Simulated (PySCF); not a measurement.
A PySCF script (with the pyscf-properties extension) for the NMR shieldings of `C=CN([SiH3])[C@@H](C)CC#N`, C6H12N2Si, on a GFN2-xTB geometry:

```python
import basis_set_exchange as bse
import numpy as np
from pyscf import gto, dft
from pyscf.prop import nmr

atoms = """
C     2.610706   -1.030189    0.163912
C     1.295625   -0.874069    0.087401
N     0.627041    0.286684   -0.252132
Si    1.477459    1.782248   -0.502450
C    -0.815278    0.204312   -0.359633
C    -1.274552   -0.807998   -1.409308
C    -1.453981   -0.094440    1.018568
C    -2.872865    0.132140    0.979785
N    -3.999248    0.322267    0.927437
H     3.302515   -0.236888   -0.052909
H     3.029405   -1.978045    0.448832
H     0.657940   -1.719790    0.309571
H     0.434283    2.782777   -0.716616
H     2.247182    2.097783    0.702595
H     2.346867    1.682852   -1.676417
H    -1.165046    1.192462   -0.674111
H    -1.000396   -1.824274   -1.135860
H    -0.815434   -0.575718   -2.367451
H    -2.356156   -0.760116   -1.515787
H    -1.012003    0.565660    1.770751
H    -1.272984   -1.130715    1.315539
"""
names = dict.fromkeys(["C", "N", "Si", "H"], "pcSseg-1")
basis = {el: gto.basis.parse(bse.get_basis(n, elements=[el], fmt="nwchem")) for el, n in names.items()}
mol = gto.M(atom=atoms, basis=basis, charge=0, verbose=0)
mf = dft.RKS(mol, xc="PBE0")
mf.grids.level = 2
mf.grids.alignment = dft.numint.BLKSIZE   # the property module wants whole blocks of grid points
mf.conv_tol = 1e-9
mf.kernel()

calc = nmr.RKS(mf)   # GIAO
C = mf.mo_coeff
Co = C[:, mf.mo_occ > 0]
resp = mf.gen_response(singlet=True, hermi=2)
def vind(x):   # induced exchange potential for any number of trial vectors
    d = np.einsum("pi,xij,qj->xpq", C, 2 * x.reshape(-1, C.shape[1], Co.shape[1]), Co, optimize=True)
    return np.einsum("xpq,pi,qj->xij", resp(d - d.transpose(0, 2, 1)), C, Co, optimize=True).ravel()
mo1, _ = nmr.rhf.solve_mo1(calc, with_cphf=vind)
sigma = calc.kernel(mo1)
for i, s in enumerate(sigma):   # ppm
    w = np.linalg.eigvalsh((s + s.T) / 2)
    print("%2d %-2s iso %8.1f  s11 %8.1f  s22 %8.1f  s33 %8.1f" % (i, mol.atom_pure_symbol(i), w.mean(), *w))
```

Q: Give the expected output.

A: 
```
 0 C  iso     95.1  s11      8.4  s22    110.0  s33    166.8
 1 C  iso     44.5  s11    -68.2  s22     57.7  s33    144.1
 2 N  iso    183.2  s11    135.8  s22    202.6  s33    211.1
 3 Si iso    399.5  s11    345.1  s22    379.5  s33    473.9
 4 C  iso    127.5  s11    109.7  s22    115.5  s33    157.4
 5 C  iso    164.5  s11    148.8  s22    159.3  s33    185.4
 6 C  iso    160.7  s11    140.0  s22    162.1  s33    180.0
 7 C  iso     63.6  s11    -53.4  s22    -48.9  s33    293.2
 8 N  iso    -34.9  s11   -201.6  s22   -198.4  s33    295.2
 9 H  iso     27.6  s11     24.8  s22     25.1  s33     33.0
10 H  iso     27.4  s11     25.2  s22     25.5  s33     31.5
11 H  iso     25.4  s11     22.0  s22     23.2  s33     31.2
12 H  iso     27.2  s11     23.6  s22     27.1  s33     31.1
13 H  iso     26.9  s11     23.7  s22     24.6  s33     32.4
14 H  iso     26.8  s11     23.5  s22     24.4  s33     32.6
15 H  iso     28.3  s11     23.8  s22     29.8  s33     31.3
16 H  iso     30.4  s11     26.7  s22     29.5  s33     35.0
17 H  iso     30.5  s11     26.3  s22     28.4  s33     36.7
18 H  iso     30.0  s11     25.1  s22     28.8  s33     36.0
19 H  iso     29.4  s11     24.4  s22     29.7  s33     34.1
20 H  iso     29.3  s11     24.7  s22     30.3  s33     32.9
```

These numbers come from an equivalent density-fitted implementation of the same equations, which agrees with the script to about 0.01 ppm for H and up to a few tenths of a ppm for heavy atoms, so last digits may differ.

Q: Turn these shieldings into chemical shifts. Shifts are taken against calculated references (same method and geometry level): 13C (186.93 ppm), 29Si (349.16 ppm), 1H (31.72 ppm) vs TMS; NH3 for 15N (267.73 ppm).

A: Averaging equivalent atoms: C 1: 142.4; C 7: 123.3; C 0: 91.8; C 4: 59.4; C 6: 26.2; C 5: 22.4; N 8: 302.7; N 2: 84.6; Si 3: -50.3; H 11: 6.27; H 12/13/14: 4.72; H 10: 4.33; H 9: 4.09; H 15: 3.43; H 20: 2.43; H 19: 2.29; H 16/17/18: 1.44 ppm. Experimental scales use liquid or dissolved standards, which lie at an offset from isolated NH3 (liquid NH3: subtract about 20 ppm). Unscaled 15N shifts of sp2 nitrogen come out 20 to 40 ppm too high even then.

Size and cost of the density-fitted run: 220 basis functions, 42 s wall time on 1 thread of an Intel Xeon 6975P-C, shared host; peak memory 1 GiB.
